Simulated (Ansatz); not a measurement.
Two members of one family (Same ligands, another metal), computed with Ansatz in the gas phase; def2 core potentials for Zr, no spin–orbit coupling. HOMO and LUMO are taken over both spins. The structures are stationary points that may keep the symmetry of their start.

First: VH2Cl2 (doublet, charge 0, PBE-D4/def2-TZVP geometry).

```xyz
5

V     0.0062    0.0934   -0.0323
H     0.3622   -0.5466    1.4173
H    -0.4761   -1.2525   -0.8019
Cl    1.9044    0.5317   -0.8880
Cl   -1.7966    1.1739    0.3048
```

```tsv
level	HOMO (eV)	LUMO (eV)	gap (eV)
LDA (SPW92)/def2-TZVP	-5.71	-5.39	0.32
PBE-D4/def2-SVP	-5.65	-5.06	0.59
PBE-D4/def2-TZVP	-5.80	-5.18	0.62
BLYP-D4/def2-TZVP	-5.69	-5.02	0.67
r2SCAN0-D4/def2-TZVP	-8.88	-4.05	4.83
```

Metal–donor distances: 2 × H 1.62 Å, 2 × Cl 2.13 Å.

Second: ZrH2Cl2 (singlet, charge 0, PBE-D4/def2-TZVP geometry).

Cartesian coordinates in Å:
```
Zr 0.061 0.039 0.021
H 1.715 -0.066 -0.789
H 0.110 1.234 1.426
Cl -0.438 -2.059 0.891
Cl -1.448 0.852 -1.549
```

Task: What does the change do? Estimate second minus first.

Result: 
```
                level  Δ HOMO (eV)  Δ LUMO (eV)  Δ gap (eV)
LDA (SPW92)/def2-TZVP        -1.75         1.42        3.17
      PBE-D4/def2-SVP        -1.73         1.43        3.16
     PBE-D4/def2-TZVP        -1.63         1.49        3.12
    BLYP-D4/def2-TZVP        -1.66         1.44        3.10
 r2SCAN0-D4/def2-TZVP        -0.21         1.36        1.57
```

Metal–donor distances: 2 × H 1.85 Å, 2 × Cl 2.32 Å.
